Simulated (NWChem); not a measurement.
# HSeSBr; SMILES S[Se]Br

```xyz
4

Se     0.7267    -0.6069     0.0048
Br    -0.2276     1.5426     0.0079
S     -0.9713    -1.9576     0.0526
H     -1.2003    -2.0349    -1.2822
```
Atoms are numbered in this order, from 1.

Results from NWChem. The geometry was optimised at PBE0/def2-SVP. Ions are spin-unrestricted doublets at the neutral geometry; other ion states weren't tried.

For level B3LYP/def2-SVP:

| Quantity | Result |
|---|---|
| vertical ionisation energy, ΔSCF (eV) | 9.03 |
| −ε(HOMO) (eV) | 6.59 |

Problem. Estimate the same quantities for level CAM-B3LYP/def2-SVP.

Solution. 
| Property | Result |
|---|---|
| vertical ionisation energy, ΔSCF (eV) | 9.23 |
| −ε(HOMO) (eV) | 8.15 |
